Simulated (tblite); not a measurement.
Parent: `[CH3:1][CH2:2][CH2:3][CH2:4][CH2:5][C:6]#[C:7][SiH3:8]` with C1–C2–C3–C4 -177°, C2–C3–C4–C5 180°, C3–C4–C5–C6 65°, C7H14Si.

Computed geometry: GFN2-xTB, gas phase. One conformer each, not checked by frequencies here.

```tsv
coordinate of the parent	value
C1–C2	1.524 Å
C2–C3	1.527 Å
C3–C4	1.526 Å
C4–C5	1.534 Å
C5–C6	1.449 Å
C6≡C7	1.205 Å
C7–Si8	1.842 Å
C1–C2–C3	111.8°
C2–C3–C4	112.0°
C3–C4–C5	111.9°
C4–C5–C6	111.5°
C5–C6–C7	178.7°
C6–C7–Si8	179.5°
```

**Question.** In one relative the bonds that all share with the parent change as follows (parent's numbers): C1–C2 -0.001, C2–C3 +0.006, C3–C4 -0.035, C4–C5 -0.201, C5–C6 -0.041, C6–C7 +0.006, C7–Si8 -0.001 Å. Which is it?
A. `[CH3:1][CH2:2][CH2:3][C:4](=[O:5])[CH2:6][C:7]#[C:8][SiH3:9]` with C1–C2–C3–C4 -179°, C2–C3–C4–O5 1°, C3–C4–C6–C7 49°
B. `[CH3:1][CH2:2][CH2:3]/[CH:4]=[CH:5]/[C:6]#[C:7][SiH3:8]` with C1–C2–C3–C4 179°, C2–C3–C4–C5 118°

**Answer.** B. The changes in all of them (Å):

```csv
SMILES,C1–C2,C2–C3,C3–C4,C4–C5,C5–C6,C6–C7,C7–Si8
CCCC(=O)CC#C[SiH3],-0.001,-0.001,-0.018,-0.006,-0.001,0.000,+0.004
CCC/C=C/C#C[SiH3],-0.001,+0.006,-0.035,-0.201,-0.041,+0.006,-0.001
```

Atoms are paired thus: CCCC(=O)CC#C[SiH3]: C1 = C1, C2 = C2, C3 = C3, C4 = C4, C5 = C6, C6 = C7, C7 = C8, Si8 = Si9; CCC/C=C/C#C[SiH3]: C1 = C1, C2 = C2, C3 = C3, C4 = C4, C5 = C5, C6 = C6, C7 = C7, Si8 = Si8.
